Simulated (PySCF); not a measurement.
C2H4Ga (charge -1).
Numbering: `[CH:1]#[C:2][GaH3-:3]` (hydrogens: H4 on C1; H5, H6, H7 on Ga3)
Bond orders are those of one Lewis drawing.

Computed by this run: PySCF, PBE0-D3(BJ)/def2-SVP geometry optimisation, gas phase; density fitting, grid level 1; the optimiser is geomeTRIC in internal coordinates, started from a UFF structure with every atom displaced at random (about 0.03 Å).

Step 0: E = -54497.9922 eV
```
atom  x, y, z in Å  |  force x, y, z in eV/Å
C1      2.1096    0.0509    0.0165   -3.561   0.326  -0.159
C2      0.8284    0.0391   -0.0048    4.917  -0.076   0.104
Ga3    -1.1593   -0.0754   -0.0281    0.212  -0.062   0.276
H4      3.2043    0.2001   -0.0046   -1.038  -0.253   0.054
H5     -1.6763    0.3897    1.3948   -0.143   0.146   0.352
H6     -1.5516   -1.5787   -0.2812   -0.134  -0.481  -0.128
H7     -1.6633    0.8723   -1.1611   -0.252   0.400  -0.501
```

Step 1: E = -54498.1766 eV
```
atom  x, y, z in Å  |  force x, y, z in eV/Å
C1      2.0863    0.0620    0.0133    0.960   0.265  -0.051
C2      0.8703    0.0439   -0.0039   -1.094  -0.184   0.016
Ga3    -1.1384   -0.0755   -0.0218    0.087   0.012   0.068
H4      3.1513    0.1828   -0.0005    0.123  -0.109   0.034
H5     -1.6695    0.4028    1.4256   -0.017   0.016  -0.003
H6     -1.5388   -1.6136   -0.2906   -0.016  -0.015  -0.032
H7     -1.6694    0.8956   -1.1906   -0.043   0.015  -0.033
```

Problem. Estimate the geometry and energy of step 2. (The exact step hangs on the optimiser's Hessian estimate; all steps are aligned on step 1, rigid shifts and turns removed.)

Solution. E = -54498.1861 eV, largest force 0.255 eV/Å
```
atom  x, y, z in Å  |  force x, y, z in eV/Å
C1      2.0962    0.0725    0.0105   -0.174   0.180  -0.048
C2      0.8685    0.0464   -0.0048    0.127  -0.123   0.027
Ga3    -1.1399   -0.0756   -0.0195    0.031   0.016   0.030
H4      3.1658    0.1719    0.0032    0.030  -0.081   0.024
H5     -1.6761    0.4045    1.4268    0.000   0.005  -0.014
H6     -1.5410   -1.6148   -0.2939   -0.001   0.007  -0.016
H7     -1.6816    0.8931   -1.1908   -0.014  -0.005  -0.002
```

The energy changes by -0.0095 eV. The first-order estimate −F·Δx gives -0.0179 eV and the mean of the old and new forces, exact on a quadratic surface, -0.0096 eV. The step makes an angle of 65° with the force vector and moves no atom by more than 0.018 Å.

What follows is the cost of the whole optimisation. Hardware: one thread of an Arm Neoverse V2, no GPU, shared host with 96 logical CPUs at a one-minute load of 43. Cost: 11 s of wall time, 0.34 GiB resident at most.
